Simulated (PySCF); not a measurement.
Fe(SH)2 holds Fe(II), d6, at total charge 0. The structure is a PBE0-D3(BJ)/def2-TZVP geometry optimised for multiplicity 5; coordination linear, point group C2h, metal–donor distances 2.23 Å.

```
5

Fe    0.000    0.000    0.000
S     0.000    0.000    2.230
H     1.345    0.000    2.294
S     0.000    0.000   -2.230
H    -1.345    0.000   -2.294
```

Method (PySCF 2.14, density fitting): CASSCF(6,5) with orbitals averaged over the states of highest spin, strongly contracted NEVPT2 on the averaged canonical orbitals; basis x2c-TZVPall on the metal, x2c-SVPall elsewhere; spin-free X2C; gas phase; spin-orbit coupling by state interaction with the mean-field operator over all roots.

(1) Which term lies lowest, and with what spin?

(2) List the excited states of the same spin.

(3) Which is the lowest state of another spin?

(4) What ligand-field parameters describe the result?

(5) What are the magnetic parameters?

No frequencies were computed for the optimised geometry. 5Bg (140 cm⁻¹) lies within 300 cm⁻¹ of 5Ag at NEVPT2 level, inside the method's error: their order is undecided, and g values and low-temperature moments can hang on it. NEVPT2 lifts 5Bg from 4760 to 5898 cm⁻¹; on the d shell alone such lifts tend to overshoot. Gaps between spin states lean to high spin in this active space.

The job took 3.9 s on one thread of Arm Neoverse V2 (shared host), with 94 basis functions, launched as `OMP_NUM_THREADS=1 python lf_run.py task.json out`.

Results:

(1) 5Ag (S = 2, orbital degeneracy 1), orbital occupations from the lowest 2.0 1.0 1.0 1.0 1.0, by NEVPT2, but only 140 cm⁻¹ below 5Bg, which doesn't decide their order.

(2) By NEVPT2: 5Bg at 140 cm⁻¹; 5Ag at 1725 cm⁻¹; 5Ag at 3413 cm⁻¹; 5Bg at 5898 cm⁻¹. All are electric-dipole forbidden at this geometry.

(3) 3Bg at 19596 cm⁻¹ by NEVPT2; CASSCF alone puts it at 21416 cm⁻¹ above the same ground state.

(4) At CASSCF level (the NEVPT2 levels don't fit a ligand-field model well): orbital energies 0, 74, 1484, 4115, 4682 cm⁻¹; B = 1116 cm⁻¹; C = 4200 cm⁻¹; B over its free-ion value at the same level 0.944; rms of the fit 246 cm⁻¹; ζ = 400 cm⁻¹ (free ion 412).

(5) Degenerate or low-lying orbital states mix with the ground state, so no spin-only Hamiltonian applies. The lowest spin-orbit level is 1-fold; the next lies at 0.1 cm⁻¹. The two lowest states form a pseudo-doublet split by 0.046 cm⁻¹ with g_z = 11.86. μeff is 6.24 μB at 300 K and 5.99 μB at 10 K; the spin-only value is 4.90 μB.
